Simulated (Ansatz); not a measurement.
Reaction (formal exchange of groups at a Te–Ga bond): `[CH3][Ga]([CH3])[TeH]` + `OC=S` → `OC(=S)[TeH]` + `[CH3][GaH][CH3]`

Computed with Ansatz on PBE0-D4/def2-TZVP structures; ΔE is electronic, products minus reactants. CCSD(T)/CBS adds triple-zeta CCSD(T) − MP2 to the extrapolated MP2 energy (def2 sets, frozen cores). This one scheme is used for every species. Functionals use def2-TZVPP. B3LYP here is the variant with VWN-RPA as its local correlation; programs differ in this. Elements past krypton have def2 core potentials. For Ga, Te outer-core shells are correlated without core-valence functions, which leaves a few kJ/mol of doubt a bond. Scalar relativity is left out up to krypton. One conformer a species, not always the lowest.

| level | ΔE (kJ/mol) |
| --- | --- |
| r2SCAN-D4 | 153.7 |
| ωB97X-V | 159.8 |
| B3LYP | 158.4 |
| r2SCAN0 | 163.9 |
| RPA@PBE/def2-TZVPP | 156.1 |
| CCSD(T)/def2-SVP | 172.2 |
| HF/def2-QZVPP | 181.3 |
| MP2/def2-QZVPP | 159.4 |

Q: What does CCSD(T)/CBS give? (Estimate.)

A: The calculation gave: +161.1 kJ/mol. The listed levels differ from it by -7.4, -1.3, -2.7, 2.8, -5.0, 11.1, 20.2, -1.7 kJ/mol.

Largest T1 diagnostic among the species: 0.018.

From BLYP to BHLYP (50 % exact exchange), in def2-TZVPP and without D4, ΔE moves by +19.9 kJ/mol. In def2-TZVPP, CCSD(T) changes the Hartree–Fock value by −21.5 kJ/mol (the triples alone add −4.8 kJ/mol) and MP2 by −22.9 kJ/mol. Leaving LDA and LC-ωPBE aside and taking each functional with its dispersion term where it has one, the values, not all of them listed here, spread over 26.9 kJ/mol, from B97M-V to BHLYP-D4. LDA lies −3.4 kJ/mol from PBE without D4.
